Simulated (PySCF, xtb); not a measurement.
N-methyl-N-silylethenamine (C3H9NSi), SMILES C=CN(C)[SiH3].

GFN2-xTB in xtb at its own geometry gives an orbital gap of 4.35 eV and a dipole moment of 1.15 D.

Geometry: B3LYP-D3(BJ)/def2-SVP. Other conformers were not sampled.

Task: What does PySCF with CAM-B3LYP/def2-TZVP give? (The exact figures need the calculation; the answer reports its results.)

Result: gap 8.77 eV (levels -7.23 and 1.53 eV), dipole 1.42 D.
